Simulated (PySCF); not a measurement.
A GIAO shielding run with PySCF 2.14 (density fitting, non-relativistic, gas phase) on SMILES F[SiH2]C[C@H](F)[SiH3], C$_{2}$H$_{8}$F$_{2}$Si$_{2}$:

```
$ OMP_NUM_THREADS=1 python probes_run.py task.json out

{"job": {"kind": "nmr", "xc": "PBE0", "basis": "pcSseg-1"}, "charge": 0, "multiplicity": 1}
F     -2.354747     1.104897    -1.444018
Si    -2.288263     0.239825    -0.082028
C     -0.483806     0.353956     0.511809
C      0.489704    -0.336326    -0.436522
F      0.146625    -1.688243    -0.519028
Si     2.328517    -0.233670     0.111897
H     -3.191482     0.918611     0.835534
H     -2.682140    -1.103555    -0.463027
H     -0.379606    -0.090391     1.502272
H     -0.181441     1.398805     0.598658
H      0.351770     0.048757    -1.454215
H      2.416653    -0.768014     1.470221
H      3.122538    -1.025296    -0.822557
H      2.705000     1.180170     0.079233
```

Hardware: 1 thread of an Arm Neoverse V2, shared host. The job also computes population analyses, field gradients.

Task: How large is the calculation?

Result: 66 electrons, 156 basis functions and 858 auxiliary functions.

Task: How long does it take, and how much memory does it need?

Result: 17 s of wall time, with 12 SCF cycles and 4 response iterations; peak memory 0.72 GiB. Times on a shared host scatter by some tens of per cent.
